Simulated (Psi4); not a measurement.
NTi, doublet, geometry from GFN2-xTB (such geometries of metal compounds can be far from the true shape).

Input for Psi4:
```
memory 2 GB

molecule mol {
0 2
  Ti   -0.000000   -0.000000   -0.413706
  N     0.000000    0.000000    1.300220
}

set basis def2-svpd
set reference uks

energy('tpss')
print_variables()
```

What does this run give for the total energy, dipole moment?


total energy: -903.9994 Eh
dipole moment: 3.70 D

These values belong to the state on which the SCF converged, which isn't shown to be the lowest.
